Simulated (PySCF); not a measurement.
**CuH₃, singlet: data card**

Method: PBE0 in PySCF with Cu def2-TZVP, H def2-TZVP; no relativity; density-fitted integrals.

The structure is a saddle point with 1 imaginary mode.

```xyz
4
charge 0 multiplicity 1, angstrom
Cu   -0.0294    0.0000    0.0000
H     1.3774   -0.0002    0.0000
H     0.2294    1.4941    0.0000
H     0.2291   -1.4942    0.0000
```

```json
{"Point group": "C2v", "Bond lengths": "Cu–H 1.407 Å, Cu–H 1.516 Å (×2)", "Bond angles": "H–Cu–H 80.2° (×2), H–Cu–H 160.4°", "Lowest empty level": "-2.97 eV", "Dipole moment": "1.15 D", "Principal quadrupole moments (Buckingham, traceless) about the centre of mass": "-5.99, 1.65, 4.35 D Å", "Highest occupied level": "-7.41 eV", "Rotational constants": "8.134, 3.746, 2.565 cm⁻¹", "Zero-point energy (real modes)": "43.9 kJ/mol", "Atomisation energy without zero-point energy": "559 kJ/mol", "Principal polarisabilities": "20.3, 27.3, 48.7 bohr³"}
```

Harmonic modes (masses in u: Cu 62.930, H 1.008):
```
symmetry  ω (cm⁻¹)  IR (km/mol)     type
      b2      767i            –     bend
      a1       629         28.3     bend
      b1       830         25.9     bend
      b2      1807          399  stretch
      a1      1904          0.6  stretch
      a1      2176          9.1  stretch
```

In C2v the vibrations span 2b2 + 3a1 + b1. Here b1 is antisymmetric to the molecular plane and b2 lies in it.

Charges (e):
| atom | Mulliken | Löwdin | polar tensor | Mayer order to Cu1 |
| --- | --- | --- | --- | --- |
| Cu1 | -0.08 | 0.21 | 0.31 | – |
| H2 | 0.10 | 0.09 | 0.22 | 0.98 |
| H3,4 | -0.01 | -0.15 | -0.26 | 0.67 |

Mulliken populations on Cu1: s 6.94, p 12.54, d 9.60, f 0.00.

Other isomers or separated fragments may lie lower. At this level a singlet minimum of C2v symmetry lies 168 kJ/mol below this structure.

The final relaxation and frequency run took roughly 30 core-seconds on a shared host.
